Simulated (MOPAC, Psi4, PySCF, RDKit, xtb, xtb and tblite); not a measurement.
Two geometries of SMILES COC(=O)c1ccc(OC)cc1 (C₉H₁₀O₃), relaxed at GFN2-xTB with one dihedral held; other torsions can differ between them too.

Structure A

```
22

C     -4.3141     1.1453    -0.4252
O     -3.2805     0.4520     0.2435
C     -2.3646    -0.2749    -0.4213
O     -1.5084    -0.8429     0.2027
C     -2.4400    -0.3399    -1.9124
C     -1.3578     0.1100    -2.6576
C     -1.3566     0.0174    -4.0377
C     -2.4400    -0.5578    -4.6960
O     -2.5465    -0.7054    -6.0404
C     -1.4830    -0.2738    -6.8564
C     -3.5168    -1.0366    -3.9449
C     -3.5185    -0.9266    -2.5722
H     -4.6018     1.9636     0.2342
H     -3.9813     1.5447    -1.3858
H     -5.1762     0.4931    -0.5822
H     -0.5098     0.5426    -2.1482
H     -0.5045     0.3868    -4.5856
H     -1.7845    -0.5032    -7.8770
H     -1.3163     0.8040    -6.7626
H     -0.5566    -0.8082    -6.6242
H     -4.3404    -1.4961    -4.4676
H     -4.3495    -1.3228    -2.0079
```

Structure B

```
22

C      4.4495     0.2889    -0.0270
O      3.0768     0.3237     0.3229
C      2.1875     0.2928    -0.7158
O      2.1460    -0.6250    -1.4968
C      1.1918     1.3772    -0.6633
C      0.1454     1.3740    -1.5835
C     -0.8033     2.3755    -1.5846
C     -0.7201     3.4096    -0.6525
O     -1.5908     4.4414    -0.5587
C     -2.6798     4.4994    -1.4508
C      0.3309     3.4158     0.2723
C      1.2742     2.4163     0.2667
H      4.7681     1.2752    -0.3779
H      4.6361    -0.4564    -0.8049
H      4.9973     0.0230     0.8750
H      0.0905     0.5668    -2.2982
H     -1.6017     2.3444    -2.3090
H     -3.2322     5.3980    -1.1814
H     -3.3326     3.6277    -1.3436
H     -2.3439     4.5789    -2.4892
H      0.3762     4.2248     0.9841
H      2.0795     2.4229     0.9843
```

**Question.** Which is lower in energy at the level B3LYP-D3(BJ)/def2-SVP // GFN2-xTB run with Psi4 1.11, and by how much?

**Answer.** B is lower, by 20.88 kJ/mol (dihedral C1–O2–C3–O4: 180° in A, 60° in B).

E(B) − E(A) in kJ/mol at the other levels, on the same two geometries: GFN2-xTB (xtb and tblite) -1.06; MMFF94 // GFN2-xTB (RDKit) -25.84; B3LYP/def2-SVP // GFN2-xTB (Psi4) -24.99; PBE/def2-SVP // GFN2-xTB (Psi4) -20.57; PBE-D3(BJ)/def2-SVP // GFN2-xTB (Psi4) -18.00; UFF // GFN2-xTB (RDKit) -0.60; PM3, restricted, heats of formation // GFN2-xTB (MOPAC) 4.16; PM7, restricted, heats of formation // GFN2-xTB (MOPAC) -11.06; GFN1-xTB // GFN2-xTB (xtb) -11.87; restricted B3LYP/6-31G*, spherical d, density fitting // GFN2-xTB (PySCF) -24.30.
